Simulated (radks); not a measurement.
Results of a calculation; reference values are marked as such.
Problem. Ionisation of Te+, [Kr] 4d10 5s2 5p3, to Te2+, [Kr] 4d10 5s2 5p2, under several functionals. Dirac Kohn-Sham, spin-unpolarised, spherical densities, finite nucleus; open shells fill j = l - 1/2 first; a radial shooting solver on a logarithmic mesh with Libxc functionals. Known Delta-SCF values: AM05 17.440 eV; XLYP 17.359 eV; PBEsol 17.488 eV. What does SOGGA give, and what is its highest occupied eigenvalue?

Solution. 17.387 eV by Delta-SCF; the 5p3/2 eigenvalue is -13.191 eV. NIST: 18.6 eV (measured).

Beside tabulated values, note that spin-unpolarised runs miss the spin-polarisation part of the exchange energy of open shells.
